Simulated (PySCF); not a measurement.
Zr(F)(SH)3 (FH3S3Zr), SMILES [F][Zr]([SH])([SH])[SH], multiplicity 1. Geometry optimised at PBE-D3(BJ)/def2-SVP. The spin state was assumed, not searched. The structure was generated by enumeration; whether it is a known compound was not checked. The def2 effective core potentials stand for the cores of Zr; spin–orbit coupling is left out. The values are those of a single conformer.

**Question.** Give the equilibrium geometry at PBE-D3(BJ)/def2-SVP (PySCF confirms it by a frequency run) as bond lengths and angles, and its point group. (An estimate is asked for; the answer gives what the named calculation found.)

**Answer.** This is not unique; one that fits is point group C3.
Atoms: Zr1 F2 S3 H4 S5 H6 S7 H8. Bond lengths (Å): Zr1–F2 1.911, Zr1–S3 2.438, Zr1–S5 2.438, Zr1–S7 2.438, S3–H4 1.369, S5–H6 1.369, S7–H8 1.369. Angles (°): F2–Zr1–S3 112.5, F2–Zr1–S5 112.5, F2–Zr1–S7 112.5, S3–Zr1–S5 106.3, S3–Zr1–S7 106.3, S5–Zr1–S7 106.3, Zr1–S3–H4 90.3, Zr1–S5–H6 90.3, Zr1–S7–H8 90.3.
